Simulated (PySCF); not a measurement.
A search over the determinants of BaS

Unrestricted PBE0; basis Ba x2c-TZVPall, S x2c-TZVPall; spin-free X2C with a Gaussian nucleus; PySCF 2.14. Outer shells of the fragments: Ba 6s2; S 3s2 3p4.

Followed along the bond (rough minima from three points):

| 2Ms+1 | unpaired | ⟨S²⟩ at the start | R at minimum (Å) | Te (eV) |
| --- | --- | --- | --- | --- |
| 1 | none | 0.00 | 2.50 | 0.00 |
| 3 | σ ↑, π ↑ | 2.00 | 2.81 | 1.43 |
| 1 | σ ↓, π ↑ | 1.01 | 2.82 | 1.44 |
| 3 | σ ↑↑ | 2.00 | 2.64 | 1.69 |

Solutions found at the starting distance of 2.770 Å, counted from the lowest of them; the search is not exhaustive and high or unbound solutions are not listed, so other states can lie among these:

```csv
2Ms+1,unpaired,term,E (eV),⟨S²⟩,⟨Lz²⟩,μ (D)
1,none,¹Σ⁺,0.00,0.00,0.00,-12.06
3,"σ ↑, π ↑",³Π,1.04,2.00,1.03,-4.78
1,"σ ↓, π ↑",mixed,1.04,1.01,1.02,-4.74
3,σ ↑↑,³Σ⁺,1.35,2.00,0.00,-4.69
3,"π ↑, δ ↑",mixed,2.05,2.01,5.02,-7.63
1,"π ↑, δ ↓",mixed,2.06,1.01,5.02,-7.63
3,π ↑↑,mixed,2.13,2.01,2.02,-3.54
3,π ↑↑,mixed,2.20,2.00,2.01,-3.38
1,π ↑↓,mixed,2.20,1.01,2.01,-3.36
```

A term symbol is given only where ⟨S²⟩ and ⟨Lz²⟩ are close to those of a pure state; real π, δ and φ orbitals otherwise mix terms. A positive dipole means Ba(−)S(+).

**Question.** Compare the gap between the two lowest followed solutions at the starting distance with the gap between their minima.

**Answer.** At PBE0 the second solution (triplet, unpaired electrons σ ↑, π ↑) lies +1.04 eV from the first (singlet, closed shell) at 2.770 Å and +1.43 eV at the minima; the two curves relax by different amounts, since their minima lie near 2.81 and 2.50 Å.

The measured ground state is X ¹Σ+ (Huber and Herzberg, Constants of Diatomic Molecules (1979)).

Spin–orbit coupling is left out. Counting both spins, an empty level lies below a filled one in some of these solutions, because spin and occupation are held.
